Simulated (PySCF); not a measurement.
A PySCF script (with the pyscf-properties extension) for the NMR shieldings of SMILES CC(C)[C@H](C)CO, C$_{6}$H$_{14}$O, on a GFN2-xTB geometry:

```python
import basis_set_exchange as bse
import numpy as np
from pyscf import gto, dft
from pyscf.prop import nmr

atoms = """
C    -1.169214    0.894694    1.036413
C    -0.756019    0.330891   -0.321627
C    -1.865045   -0.569215   -0.863393
C     0.596140   -0.409819   -0.295683
C     0.735112   -1.408032    0.850335
C     1.762055    0.583783   -0.260199
O     1.733320    1.370565   -1.433019
H    -0.376178    1.494745    1.475246
H    -2.044131    1.530477    0.917743
H    -1.423812    0.095147    1.728084
H    -0.629136    1.165196   -1.018914
H    -1.607426   -0.946937   -1.850156
H    -2.036183   -1.416709   -0.203160
H    -2.795328   -0.010958   -0.943502
H     0.681522   -0.950054   -1.244654
H    -0.107201   -2.093503    0.866291
H     1.644680   -1.993042    0.729714
H     0.786761   -0.895565    1.807716
H     2.708817    0.026247   -0.201330
H     1.689559    1.221807    0.632006
H     2.462787    1.997224   -1.408381
"""
names = dict.fromkeys(["C", "O", "H"], "pcSseg-1")
basis = {el: gto.basis.parse(bse.get_basis(n, elements=[el], fmt="nwchem")) for el, n in names.items()}
mol = gto.M(atom=atoms, basis=basis, charge=0, verbose=0)
mf = dft.RKS(mol, xc="PBE0")
mf.grids.level = 2
mf.grids.alignment = dft.numint.BLKSIZE   # the property module wants whole blocks of grid points
mf.conv_tol = 1e-9
mf.kernel()

calc = nmr.RKS(mf)   # GIAO
C = mf.mo_coeff
Co = C[:, mf.mo_occ > 0]
resp = mf.gen_response(singlet=True, hermi=2)
def vind(x):   # induced exchange potential for any number of trial vectors
    d = np.einsum("pi,xij,qj->xpq", C, 2 * x.reshape(-1, C.shape[1], Co.shape[1]), Co, optimize=True)
    return np.einsum("xpq,pi,qj->xij", resp(d - d.transpose(0, 2, 1)), C, Co, optimize=True).ravel()
mo1, _ = nmr.rhf.solve_mo1(calc, with_cphf=vind)
sigma = calc.kernel(mo1)
for i, s in enumerate(sigma):   # ppm
    print("%2d %-2s %9.2f" % (i, mol.atom_pure_symbol(i), np.trace(s) / 3))
```

Problem. What are the results?

Solution. 
```
 0 C     171.04
 1 C     159.50
 2 C     163.19
 3 C     143.36
 4 C     176.00
 5 C     116.92
 6 O     305.72
 7 H      30.73
 8 H      30.90
 9 H      31.27
10 H      29.35
11 H      30.82
12 H      30.71
13 H      30.62
14 H      30.09
15 H      30.70
16 H      31.09
17 H      31.32
18 H      27.92
19 H      27.96
20 H      31.25
```

These numbers come from an equivalent density-fitted implementation of the same equations, which agrees with the script to about 0.01 ppm for H and up to a few tenths of a ppm for heavy atoms, so last digits may differ.

Problem. Turn these shieldings into chemical shifts. δ = σ(ref) − σ, references computed at the same level: 13C (186.93 ppm), 1H (31.72 ppm) against TMS; H2O for 17O (336.08 ppm).

Solution. Averaging equivalent atoms: C 5: 70.0; C 3: 43.6; C 1: 27.4; C 2: 23.7; C 0: 15.9; C 4: 10.9; O 6: 30.4; H 18: 3.80; H 19: 3.76; H 10: 2.36; H 14: 1.63; H 11/12/13: 1.00; H 7/8/9: 0.75; H 15/16/17: 0.68; H 20: 0.47 ppm. Experimental scales use liquid or dissolved standards, which lie at an offset from isolated H2O (liquid H2O: subtract about 36 ppm).

Size and cost of the density-fitted run: 189 basis functions, about 100 core-seconds.
